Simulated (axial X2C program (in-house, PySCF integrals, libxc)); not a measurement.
**Potential curves of GaP⁻, two-component**

Calculated with an axial X2C code built on PySCF integrals. Two-component (2c) means X2C with spin–orbit coupling and atomic mean-field two-electron Coulomb and Gaunt terms. Basis: Ga dyall-acv3z [10s10p8d5f1g], P dyall-av3z [9s8p3d2f] (cores contracted in-house); Gaussian nuclei, density fitting, unrestricted open shells. Masses: Ga 68.926 u, P 30.974 u.

State: Ω = 1/2 (⟨Sz⟩ = 0.50, ⟨Lz⟩ = 0.00 at PBE0). Energies in kJ/mol from the lowest point of each curve. Fits are polynomials in 1 − R0/R over 0.85 to 1.23 times the lowest point R0.

| R (Å) | PBE0 |
| --- | --- |
| 1.8566 | 83.43 |
| 1.9419 | 34.36 |
| 2.0060 | 13.48 |
| 2.0700 | 2.85 |
| 2.1340 | 0.00 |
| 2.2087 | 3.97 |
| 2.2834 | 13.57 |
| 2.3794 | 31.41 |
| 2.4968 | 58.10 |
| 2.6675 | 100.47 |

The state is a single determinant with fixed occupations, the lowest that a limited PBE0 search found. Density functionals use the spin component along the axis (collinear). PBE0 can misorder states that lie within some tenths of an eV, so this need not be the ground state of the molecule. The nearest other 2c determinant of the search, Ω = 3/2, lies 0.18 eV up at the distance of the search. The highest occupied level of some functionals is positive through self-interaction error; at Hartree–Fock it is bound.

Task: Fit the PBE0 curve near its minimum: give the equilibrium distance and the harmonic wavenumber.

Result: At PBE0, 2c: Re = 2.130 Å, ωe ≈ 437 cm⁻¹; Be follows as 0.174 cm⁻¹.
